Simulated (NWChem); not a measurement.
System: SiNH3F2; SMILES N[SiH](F)F

Parts of the log:

```
             Northwest Computational Chemistry Package (NWChem) 7.3.0
             --------------------------------------------------------

 C1  symmetry detected

                             Geometry "geometry" -> ""
                             -------------------------

 Output coordinates in angstroms (scale by  1.889725989 to convert to a.u.)

  No.       Tag          Charge          X              Y              Z
 ---- ---------------- ---------- -------------- -------------- --------------
    1 Si                  14.0000     0.01455417    -0.01135250     0.33519868
    2 N                    7.0000     0.24296518     1.56606900    -0.23524799
    3 F                    9.0000    -1.40374684    -0.56361669    -0.19963491
    4 F                    9.0000     1.08151338    -1.08402593    -0.23702413
    5 H                    1.0000     0.08275409    -0.04279775     1.80837855
    6 H                    1.0000     0.11939325     1.82781669    -1.20600607
    7 H                    1.0000     0.79343915     2.24021654     0.28151324

 Effective nuclear repulsion energy (a.u.)     184.6116379912

                                 NWChem DFT Module
                                 -----------------

 Summary of "ao basis" -> "ao basis" (spherical)
 ------------------------------------------------------------------------------
       Tag                 Description            Shells   Functions and Types
 ---------------- ------------------------------  ------  ---------------------
 Si                         def2-svp                 8       18   4s3p1d
 N                          def2-svp                 6       14   3s2p1d
 F                          def2-svp                 6       14   3s2p1d
 H                          def2-svp                 3        5   2s1p

            General Information
            -------------------
          SCF calculation type: DFT
          Wavefunction type:  closed shell.
          No. of atoms     :     7
          No. of electrons :    42
           Alpha electrons :    21
            Beta electrons :    21
          Charge           :     0
          Spin multiplicity:     1
          Use of symmetry is: off; symmetry adaption is: off
          Maximum number of iterations: 150
          AO basis - number of functions:    75
                     number of shells:    35
          Convergence on energy requested:  1.00D-06
          Convergence on density requested:  1.00D-05
          Convergence on gradient requested:  5.00D-04

              XC Information
              --------------
                        Slater Exchange Functional  1.000 local
                      VWN V Correlation Functional  1.000 local

             Grid Information
             ----------------
          Grid used for XC integration:  medium
          Radial quadrature: Mura-Knowles
          Angular quadrature: Lebedev.
          Tag              B.-S. Rad. Rad. Pts. Rad. Cut. Ang. Pts.
          ---              ---------- --------- --------- ---------
          Si                  1.10       88           8.0       590
          N                   0.65       49           8.0       434
          F                   0.50       49          10.0       434
          H                   0.35       45          10.0       434
          Grid pruning is: on
          Number of quadrature shells:   370
          Spatial weights used:  Erf1

      Superposition of Atomic Density Guess
      -------------------------------------

 Sum of atomic energies:        -543.06558568

      Non-variational initial energy
      ------------------------------

 Total energy =    -544.130576
 1-e energy   =   -1120.869468
 2-e energy   =     392.127254
 HOMO         =      -0.372254
 LUMO         =       0.077307

[...]

                                NWChem TDDFT Module
                                -------------------

            General Information
            -------------------
           No. of orbitals :     150
            Alpha orbitals :      75
             Beta orbitals :      75
        Alpha frozen cores :       0
         Beta frozen cores :       0
     Alpha frozen virtuals :       0
      Beta frozen virtuals :       0
         Spin multiplicity :       1
    Number of AO functions :      75
        Use of symmetry is : off
      Symmetry adaption is : off
         Schwarz screening :  0.10D-07

              XC Information
              --------------
                 Slater Exchange Functional   1.00 local
               VWN V Correlation Functional   1.00 local

             TDDFT Information
             -----------------
          Calculation type : TDDFT
         Wavefunction type : Restricted singlets & triplets
          No. of electrons :      42
           Alpha electrons :      21
            Beta electrons :      21
              No. of roots :       8
          Max subspacesize :    5600
            Max iterations :     100
               Target root :       1
           Target symmetry : none
      Symmetry restriction : off
                 Algorithm : Optimal
        Davidson threshold :  0.10D-03

    8 smallest eigenvalue differences (eV)
--------------------------------------------------------
  No. Spin  Occ  Vir  Irrep   E(Occ)    E(Vir)   E(Diff)
--------------------------------------------------------
    1    1   21   22 a        -0.245     0.014     7.047
    2    1   21   23 a        -0.245     0.031     7.527
    3    1   21   24 a        -0.245     0.050     8.029
    4    1   21   25 a        -0.245     0.066     8.470
    5    1   20   22 a        -0.313     0.014     8.905
    6    1   20   23 a        -0.313     0.031     9.385
    7    1   21   26 a        -0.245     0.102     9.435
    8    1   19   22 a        -0.342     0.014     9.693
--------------------------------------------------------

  Entering Davidson iterations
  Restricted singlet excited states

  Iter   NTrls   NConv    DeltaV     DeltaE      Time
  ----  ------  ------  ---------  ---------  ---------
    1      8       0     0.26E+00   0.10+100        2.2
    2     16       0     0.69E-01   0.11E-01        2.2
    3     32       0     0.27E-01   0.17E-02        3.2
    4     48       0     0.13E-01   0.20E-03        3.2
    5     64       0     0.60E-02   0.55E-04        3.3
    6     80       0     0.32E-02   0.12E-04        3.2
    7     96       1     0.12E-02   0.36E-05        3.2
    8    110       3     0.55E-03   0.51E-06        3.1
    9    120       5     0.22E-03   0.77E-07        2.5
   10    126       8     0.90E-04   0.10E-07        2.0
  ----  ------  ------  ---------  ---------  ---------
  Convergence criterion met

  Ground state a        -542.714026314714 a.u.

  ----------------------------------------------------------------------------
  Root   1 singlet a              0.270474631 a.u.                7.3600 eV
  ----------------------------------------------------------------------------
     Transition Moments    X  0.36905   Y -0.15444   Z -0.13007
     Dipole Oscillator Strength                    0.0319105206
     Electric Quadrupole                           0.0000001201
     Magnetic Dipole                               0.0000012024
     Total Oscillator Strength                     0.0319118431

     Occ.   21  a   ---  Virt.   22  a   -0.99129 X
     Occ.   21  a   ---  Virt.   23  a   -0.10870 X
  ----------------------------------------------------------------------------
  Root   2 singlet a              0.280578248 a.u.                7.6349 eV
  ----------------------------------------------------------------------------
     Transition Moments    X  0.06626   Y -0.09924   Z  0.05530
     Dipole Oscillator Strength                    0.0032353739
     Electric Quadrupole                           0.0000000447
     Magnetic Dipole                               0.0000000438
     Total Oscillator Strength                     0.0032354625

     Occ.   21  a   ---  Virt.   22  a   -0.09421 X
     Occ.   21  a   ---  Virt.   23  a    0.95028 X
     Occ.   21  a   ---  Virt.   24  a    0.29317 X
  ----------------------------------------------------------------------------
  Root   3 singlet a              0.311495420 a.u.                8.4762 eV
  ----------------------------------------------------------------------------
     Transition Moments    X -0.00724   Y  0.24749   Z -0.03178
     Dipole Oscillator Strength                    0.0129402030
     Electric Quadrupole                           0.0000000572
     Magnetic Dipole                               0.0000000473
     Total Oscillator Strength                     0.0129403075

     Occ.   20  a   ---  Virt.   22  a   -0.07802 X
     Occ.   21  a   ---  Virt.   23  a   -0.15307 X
     Occ.   21  a   ---  Virt.   24  a    0.54681 X
     Occ.   21  a   ---  Virt.   25  a    0.81164 X
     Occ.   21  a   ---  Virt.   26  a    0.05226 X
  ----------------------------------------------------------------------------
  Root   4 singlet a              0.321075983 a.u.                8.7369 eV
  ----------------------------------------------------------------------------
     Transition Moments    X -0.01889   Y -0.35532   Z  0.13940
     Dipole Oscillator Strength                    0.0312605834
     Electric Quadrupole                           0.0000002617
     Magnetic Dipole                               0.0000002052
     Total Oscillator Strength                     0.0312610504

[...]
```

Level: LDA (Slater exchange, VWN5)/def2-SVP, full TDDFT. All runs use the structure optimised with PBE0/def2-SVP.

Write an input that gives this output.

Several could match; the one computed here: the input that was run:
```
start job
memory heap 200 mb stack 900 mb global 1100 mb
geometry units angstroms noautoz
  Si     0.314636     0.072964     0.004897
  N     -0.096145    -1.565979    -0.099814
  F     -0.095354     0.806740    -1.372093
  F     -0.507255     0.891478     1.132283
  H      1.753904     0.227615     0.288604
  H     -1.007025    -1.891006    -0.401158
  H      0.420167    -2.273495     0.407514
end
basis spherical
  Si library def2-svp
  N library def2-svp
  F library def2-svp
  H library def2-svp
end
dft
  xc slater vwn_5
  iterations 150
end
tddft
  nroots 8
end
task tddft energy
```
